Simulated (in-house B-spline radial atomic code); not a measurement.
Spin-orbit splittings of orbital energies (j = l + 1/2 less j = l - 1/2) and ratios of mean radii (lower j over upper j) along the 30-electron series, configuration [Ar] 3d10 4s2. Computed with an all-electron radial atomic-structure program (B-spline basis): Dirac-Hartree-Fock, average of the configuration, finite nuclei.

```
  ion   Z  splitting of 3p (eV)  radius ratio of 3p  splitting of 2p (eV)  radius ratio of 2p  splitting of 3d (eV)  radius ratio of 3d
Rh15+  45                26.421             0.97474                 145.7             0.96153                5.1881             0.99116
Pd16+  46                29.524             0.97376                160.57             0.95976                5.8631             0.99082
Ag17+  47                32.901             0.97274                176.61             0.95793                6.6016             0.99047
Cd18+  48                36.571              0.9717                193.86             0.95607                7.4076              0.9901
In19+  49                 40.55             0.97063                212.41             0.95415                8.2849             0.98972
Sn20+  50                44.858             0.96952                232.32              0.9522                9.2377             0.98933
Sb21+  51                49.513             0.96839                253.66             0.95019                 10.27             0.98893
Te22+  52                54.535             0.96723                276.51             0.94814                11.387             0.98852
 I23+  53                59.946             0.96603                300.95             0.94604                12.592             0.98809
Xe24+  54                65.767             0.96481                327.06             0.94389                 13.89             0.98766
Cs25+  55                 72.02             0.96356                354.93              0.9417                15.287             0.98721
Ba26+  56                 78.73             0.96227                384.65             0.93946                16.786             0.98675
La27+  57                85.921             0.96095                 416.3             0.93716                18.393             0.98628
Ce28+  58                93.618              0.9596                449.98             0.93482                20.112              0.9858
Pr29+  59                101.85             0.95822                 485.8             0.93242                 21.95             0.98532
Nd30+  60                110.64             0.95681                523.86             0.92998                23.912             0.98481
Pm31+  61                120.02             0.95536                564.26             0.92748                26.002              0.9843
Sm32+  62                130.02             0.95388                607.12             0.92493                28.227             0.98378
Eu33+  63                140.67             0.95236                652.55             0.92232                30.593             0.98325
Gd34+  64                152.01             0.95081                700.68             0.91966                33.106             0.98271
Tb35+  65                164.06             0.94922                751.64             0.91695                 35.77             0.98216
Dy36+  66                176.86              0.9476                805.55             0.91417                38.594             0.98159
Ho37+  67                190.46             0.94595                862.56             0.91134                41.583             0.98102
Er38+  68                204.88             0.94425                 922.8             0.90846                44.743             0.98044
Tm39+  69                220.18             0.94252                986.42             0.90551                48.082             0.97984
```

Question: With what power of Z does the column «splitting of 3p (eV)» change over this range?

Answer: A fit of the logarithm of its size against log Z from Z = 45 to 69 has slope 4.95. An unscreened hydrogenic electron would give 4 at low Z; screening makes the apparent power larger near the neutral end, and relativity raises it again at high Z.
